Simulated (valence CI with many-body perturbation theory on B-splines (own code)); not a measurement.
**Energy levels of Tl⁴⁹⁺**

Level of theory: relativistic CI+MBPT: four valence electrons over a frozen Dirac-Fock core [Ar] 3d10, radial functions for each j: 9 s, 9 p, 8 d, 6 f, 3 g, 1 h, with the one-electron correlation potential Σ1, the two-electron term Σ2, the three-electron term Σ3, Breit, model QED; selected CI, second order for the rest, scaled by the run's own slope (own B-spline code, finite nucleus).

No measured spectrum was set against this ion. As an estimate, large intervals hold to a few tenths of a per cent, small ones and those within an open d or f shell to about a per cent.

Levels 1 to 35 of 35, with energies above the lowest level, (4s^2 4p1/2^2) J=0. "Leading %" is the weight of the configuration and term that name the level; weights of strongly mixed levels are sums over their largest components and can fall short, so below about 35 % the name and the second component can differ from the true leading terms, or belong to a minority configuration. In the jj column 3d3/2^4 stands for four electrons in 3d with j = 3/2. Lifetimes count E1, E2, E3, M1 and M2 decay at the calculated energies, and are blank where another channel may lead or the interval is too uncertain; long ones can be off by a factor of two.

```tsv
No.	Configuration	Term	J	E (Ry)	Leading %	g	Lifetime	Leading jj
1	4s²4p²	³P	0	0.000	69			4s^2 4p1/2^2 (100 %)
2	4s²4p²	³P	1	11.109	99	1.495	45.7 ns	4s^2 4p1/2 4p3/2 (99 %)
3	4s²4p²	¹D	2	11.468	64	1.171	978 ns	4s^2 4p1/2 4p3/2 (99 %)
4	4s4p³	³P°	2	19.537	46	1.543	31.1 ps	4s 4p1/2^2 4p3/2 (98 %)
5	4s4p³	³D°	1	20.764	34	1.084	1.34 ps	4s 4p1/2^2 4p3/2 (94 %)
6	4s²4p²	³P	2	22.852	64	1.317	20.4 ns	4s^2 4p3/2^2 (99 %)
7	4s²4p²	¹S	0	23.625	68		17.8 ns	4s^2 4p3/2^2 (99 %)
8	4s²4p4d	³F°	2	24.191	74	0.758	44.9 ps	4s^2 4p1/2 4d3/2 (99 %)
9	4s²4p4d	³D°	1	25.754	50	0.850	328 fs	4s^2 4p1/2 4d3/2 (94 %)
10	4s²4p4d	³P°	2	27.337	43	1.308	2.37 ps	4s^2 4p1/2 4d5/2 (93 %)
11	4s²4p4d	³F°	3	27.426	51	1.119	3.20 ps	4s^2 4p1/2 4d5/2 (96 %)
12	4s4p³	³D°	2	30.432	49	1.526	2.13 ps	4s 4p1/2 4p3/2^2 (93 %)
13	4s4p³	³D°	3	31.131	94	1.315	3.06 ps	4s 4p1/2 4p3/2^2 (94 %)
14	4s4p³	³P°	0	31.589	96		1.90 ps	4s 4p1/2 4p3/2^2 (96 %)
15	4s4p³	³P°	1	32.199	45	1.290	1.08 ps	4s 4p1/2 4p3/2^2 (94 %)
16	4s4p³	¹D°	2	32.360	70	1.086	748 fs	4s 4p1/2 4p3/2^2 (91 %)
17	4s4p³	³S°	1	32.484	37	1.355	571 fs	4s 4p1/2 4p3/2^2 (97 %)
18	4s4p²4d	³D	1	32.719	43	0.437	13.2 ps	4s 4p1/2^2 4d3/2 (98 %)
19	4s4p²4d	³D	2	33.025	29	1.143	13.3 ps	4s 4p1/2^2 4d3/2 (96 %)
20	4s4p²4d	³D	3	35.698	33	1.352	2.62 ps	4s 4p1/2^2 4d5/2 (96 %)
21	4s4p²4d	³F	2	36.345	27	1.032	2.60 ps	4s 4p1/2^2 4d5/2 (93 %)
22	4s²4p4d	³D°	2	36.641	50	1.049	374 fs	4s^2 4p3/2 4d3/2 (91 %)
23	4s²4p4d	³P°	1	36.786	55	1.116	435 fs	4s^2 4p3/2 4d3/2 (94 %)
24	4s²4p4d	³P°	0	36.807	95		459 fs	4s^2 4p3/2 4d3/2 (95 %)
25	4s²4p4d	³F°	3	36.813	44	1.099	501 fs	4s^2 4p3/2 4d3/2 (94 %)
26	4s²4p4d	³F°	4	38.218	99	1.245	44.2 ns	4s^2 4p3/2 4d5/2 (99 %)
27	4s²4p4d	³P°	2	38.557	43	1.253	4.72 ps	4s^2 4p3/2 4d5/2 (93 %)
28	4s²4p4d	³D°	3	39.721	58	1.193	945 fs	4s^2 4p3/2 4d5/2 (94 %)
29	4s²4p4d	¹P°	1	39.955	63	1.076	1.56 ps	4s^2 4p3/2 4d5/2 (96 %)
30	4p⁴	³P	2	40.781	58	1.292	846 fs	4p1/2^2 4p3/2^2 (86 %)
31	4p⁴	¹S	0	41.398	56		930 fs	4p1/2^2 4p3/2^2 (87 %)
32	4s²4p4f	³G	3	41.539	67	0.822	5.01 ps	4s^2 4p1/2 4f5/2 (92 %)
33	4s²4p4f	³F	2	42.046	45	0.872	3.74 ps	4s^2 4p1/2 4f5/2 (92 %)
34	4s²4p4f	³D	3	42.553	47	1.197	3.70 ps	4s^2 4p1/2 4f7/2 (89 %)
35	4s²4p4f	³G	4	42.565	40	1.086	5.98 ps	4s^2 4p1/2 4f7/2 (90 %)
```

The ionisation energy to 4s²4p ²P°1/2 of the next ion comes out as 2856.3 eV (NIST: 2854 ± 4 eV (theoretical)). All 35 levels together are meant to be complete up to 43.054 Ry.
